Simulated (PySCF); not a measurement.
How methods differ on the ionisation energy of Kr

Kr [Kr] (1S) → Kr⁺ [Ar] 3d10 4s2 4p5 (2P), as a difference of total energies. Computed with PySCF 2.14 in x2c-TZVPPall (6s5p4d1f, 48 functions), with scalar relativity by spin-free X2C-1e. Correlated levels: valence and next inner shell: [Ne] frozen. The calculations carry no spin-orbit coupling.

| method | ionisation energy (eV) |
| --- | --- |
| UHF | 13.057 |
| MP2 (valence and next inner shell) | 14.047 |
| SCS-MP2 (valence and next inner shell) | 13.944 |
| CCSD (valence and next inner shell) | 13.896 |
| CCSD(T) (valence and next inner shell) | 13.939 |

How much does correlation contribute at CCSD(T) (valence and next inner shell)?

13.939 − (13.057) = 0.882 eV, measured against UHF.

Errors of the correlated levels include the incompleteness of this basis and the frozen core.

For comparison: 14.222 eV (measured; NIST levels, between the centres of gravity of the two terms).
